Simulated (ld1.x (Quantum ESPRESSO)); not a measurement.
**gadolinium (Gd), TM semilocal: configuration errors across variants**

Gd, norm-conserving Troullier–Martins (semilocal form), made with ld1.x (Quantum ESPRESSO) 7.5 (PBE, scalar-relativistic). Core [Xe], reference 4f7 5d1 6s0 6p0 (charge +2). Waves: 6s (bound, empty): rc 1.35 bohr; 5d (bound): rc 2.65 bohr; 4f (bound): rc 0.65 bohr; 6p (bound, empty): rc 3.60 bohr. Local part: the p channel. Core correction: a·sin(br)/r model core inside 0.45 bohr.

All-electron excitation energies from the reference (eV): (1) 4f7 5d0 6s0 6p0 19.835; (2) 4f7 5d2 6s0 6p0 -10.989; (3) 4f7 5d1 6s0 6p1 -8.525.

For the base: The 6s radius (1.35 bohr) lies inside the outermost node of the all-electron wave (1.58 bohr), which a nodeless pseudo-wave cannot match soundly.

In the semilocal form every listed channel keeps its own potential, so the choice of the local channel does not act on these tests. It acts once the file is put into the separable form.

A semilocal file is local in each channel, so a ghost entry of none says nothing of the separable form that plane-wave codes build from it.

Tests that are not counted but printed errors over 1 eV. “base”: 4f7 5d0 6s2 6p1 (solver errors, printed error -24.9 eV); 4f7 5d1 6s2 6p0 (solver errors, printed error -20.9 eV); 2 more. “core correction a·sin(br)/r model core inside 0.64 bohr”: 4f7 5d0 6s2 6p1 (solver errors, printed error -924 eV); 4f7 5d1 6s2 6p0 (solver errors, printed error -20.9 eV); 2 more. “all radii but the core radius scaled by about 1.08 (s 1.46, p 3.90, d 2.88, f 0.70 bohr)”: 4f7 5d1 6s2 6p0 (solver errors, printed error -686 eV); 4f7 5d0 6s2 6p1 (solver errors, printed error -661 eV); 2 more. “wave 4f (bound): rc 0.65 bohr becomes 4f (bound): rc 0.72 bohr”: 4f7 5d1 6s2 6p0 (pseudo-atom not self-consistent, printed error -685 eV); 4f7 5d0 6s2 6p1 (pseudo-atom not self-consistent, printed error -561 eV); 2 more. “local potential the d channel”: 4f7 5d0 6s2 6p1 (solver errors, printed error -938 eV); 4f7 5d1 6s2 6p0 (solver errors, printed error -20.9 eV); 2 more.

3 further variants failed, have other tests or too few solved ones, and are left out.

Errors AE − PS in meV (a dash: test not solved or not reliable):

```csv
change,(1),(2),(3),bound ghosts
base,-183,-78,+5.1,not determined
core correction a·sin(br)/r model core inside 0.64 bohr,-183,-78,+5.1,not determined
"all radii but the core radius scaled by about 1.08 (s 1.46, p 3.90, d 2.88, f 0.70 bohr)",-179,-78,+5.2,not determined
wave 4f (bound): rc 0.65 bohr becomes 4f (bound): rc 0.72 bohr,-183,-78,+5.2,not determined
local potential the d channel,-183,-78,+5.1,not determined
wave 6p (bound): rc 3.60 bohr becomes 6p (bound): rc 5.16 bohr,-183,-78,+1.7,not determined
wave 6s (bound): rc 1.35 bohr becomes 6s (bound): rc 1.54 bohr,-183,-78,+5.1,not determined
```

Question: Give the same row for: wave 5d (bound): rc 2.65 bohr becomes 5d (bound): rc 4.04 bohr.

Answer: -74, -57, +2.0; bound ghosts: not determined. Not counted: 4f7 5d0 6s2 6p1 (pseudo-atom not self-consistent, printed error -510 eV); 4f7 5d1 6s2 6p0 (pseudo-atom not self-consistent, printed error -448 eV); 2 more.
